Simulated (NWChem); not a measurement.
Si₂H₃Cl, singlet; SMILES [SiH3][Si]Cl

Results from NWChem. Low-valent species are run as closed-shell singlets; no triplet was tried in these runs. Each level has its own optimisation; frequencies are unscaled.

For level LDA (Slater exchange, VWN5)/def2-SVP:

```
Quantity                           Value
---------------------------------  -----
highest harmonic frequency (cm⁻¹)   2150
lowest (cm⁻¹)                         66
dipole (D)                          0.53
```

Q: Estimate the same quantities for level PBE0/def2-SVP.

A: 
- highest harmonic frequency (cm⁻¹): 2217
- lowest (cm⁻¹): 81
- dipole (D): 0.80
